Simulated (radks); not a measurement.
Valence configurations of C I (all share [He]). Method: non-relativistic Kohn-Sham, PBE, spin-unpolarised, spherical densities, point nucleus; computed with a radial shooting solver on a logarithmic mesh with Libxc functionals. Energies are relative to 2s2 2p2; eigenvalues in eV.

valence,E (eV),e(2p),e(2s)
2s2 2p2,0.000,-5.289,-13.739
2p4,16.945,-6.092,-
2s1 2p3,8.463,-5.714,-14.187
2s1.5 2p2.5,4.229,-5.508,-13.971
2s0.5 2p3.5,12.702,-5.908,-14.390

NIST lists [He] 2s2 2p2 as the ground configuration; this level of theory agrees among the configurations tried. The energies are those of spherical spin-averaged densities, not of single terms.
